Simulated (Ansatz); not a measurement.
The cluster GaP₂⁺. Charge 1, multiplicity 3. Geometry PBE0-D4/def2-TZVP, that of the neutral doublet; atoms count from 1.

Cartesian coordinates in Å:
```
Ga -1.4458 0.5701 -0.4361
P 0.6578 0.2000 1.0673
P 0.7880 -0.7700 -0.6313
```

At PBE0-D4/def2-TZVP a singlet of charge 1 lies 0.79 eV below the triplet at the same geometry. The structure comes from a short search, and lower isomers may exist.

Question: Estimate the Mulliken populations from the PBE0/def2-TZVP orbitals of Ansatz.

Answer: 
```json
{"atom": "Ga1", "charge (e)": "0.69", "spin (α − β)": "0.74"}
{"atom": "P2", "charge (e)": "0.16", "spin (α − β)": "0.63"}
{"atom": "P3", "charge (e)": "0.16", "spin (α − β)": "0.63"}
```
Mulliken values depend strongly on the basis.

Question: Where does the spin sit?

Answer: Summed by element: Ga 0.74, P 1.26, of 2 unpaired in all. Largest on single atoms: Ga1 0.74, P3 0.63, P2 0.63.

Question: And the Mayer bond orders between heavy atoms (over 0.3)?

Answer: Ga1–P2 0.71 (2.61 Å); Ga1–P3 0.71 (2.61 Å); P2–P3 1.97 (1.96 Å).
